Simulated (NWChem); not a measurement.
BCl

```xyz
2

B      0.0000     0.0000    -1.3396
Cl     0.0000     0.0000     0.3940
```
Atoms are numbered in this order, from 1.

All runs: NWChem. The geometry was optimised at PBE-D3(BJ)/def2-SVP. Level PBE/def2-SVP: single points from the atomic guess with DIIS by default; each run changes one setting, and all converged runs end within 0.3 mHa of each other. cgmin counts macro-iterations, each dearer than a DIIS step.

### Question
Which setting needs the most SCF iterations, or fails (quadratically convergent solver (cgmin); occupation smearing of 0.005 Ha; no DIIS, 40 % damping; no level shifting; defaults)?

### Answer
no DIIS, 40 % damping, with 118 against 7 for the defaults.
```json
[
 {"setting": "defaults", "SCF iterations": "7"},
 {"setting": "occupation smearing of 0.005 Ha", "SCF iterations": "7"},
 {"setting": "quadratically convergent solver (cgmin)", "SCF iterations": "5"},
 {"setting": "no DIIS, 40 % damping", "SCF iterations": "118"},
 {"setting": "no level shifting", "SCF iterations": "7"}
]
```
